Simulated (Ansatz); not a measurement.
Mulliken charges of AlClH$_{3}$In, SMILES `[AlH2][InH][Cl]` from B3LYP/def2-TZVPP in Ansatz (PBE0-D4/def2-TZVP geometry).

```
atom   x (Å)   y (Å)   z (Å)  charge (e)
 Al1  -1.146   0.404  -0.740       0.372
 In2   0.828  -0.107   0.966       0.441
 Cl3   2.299  -1.543  -0.229      -0.431
  H4  -2.408  -0.557  -0.800      -0.123
  H5  -1.031   1.631  -1.739      -0.123
  H6   1.458   0.173   2.542      -0.135
```

Task: By hand: the dipole of these point charges (1 e Å = 4.8032 D).

Result: Σ q r = (-0.826, 0.613, 0.219) e Å, of length 1.052 e Å = 5.05 D.

Task: How does the dipole of the full density compare? (An estimate is asked.)

Result: Computed: (-0.544, 0.427, 0.197) e Å, 3.45 D; the point charges give 1.46 times that, at 4° from its direction.

Point charges leave out the atoms' own dipoles, such as those of lone pairs, and Mulliken's split depends on the basis, so the two needn't agree.

B3LYP here is the variant with VWN-RPA as its local correlation; programs differ in this.
